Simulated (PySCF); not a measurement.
Two species compared at the same levels of theory.

First species: C5H6F3PSi.
SMILES: `C[Si@@H](P)C#CC(F)=C(F)F`

Second species: C₄H₁₄Si₃.
InChI=1S/C4H14Si3/c5-4-1-6-3-7-2-4/h4H,1-3,6-7H2,5H3

Levels: PBE0/pcSseg-1 for HOMO energy, LUMO energy and HOMO–LUMO gap. Geometries: GFN2-xTB. All species are isolated and taken at one optimised geometry, non-relativistic unless stated; the electronic structure was computed with PySCF and density fitting.

The conformers computed, where there is a choice (atom-mapped SMILES and torsion angles):
- `[CH3:1][Si@@H:2]([PH2:3])[C:4]#[C:5][C:6]([F:7])=[C:8]([F:9])[F:10]`: H–P3–Si2–C1 -176°, H–P3–Si2–C1 -83°

The conformers of `[SiH3]C1C[SiH2]C[SiH2]C1` aren't listed.

Values for the first species:

- HOMO energy: -7.19 eV
- LUMO energy: -1.27 eV
- HOMO–LUMO gap: 5.92 eV

(1) Estimate the same properties for the second species, and the change in each.

Answers

(1) 
```
     property     first    second  second less first
  HOMO energy  -7.19 eV  -7.26 eV           -0.07 eV
  LUMO energy  -1.27 eV   0.50 eV           +1.77 eV
HOMO–LUMO gap   5.92 eV   7.76 eV           +1.84 eV
```

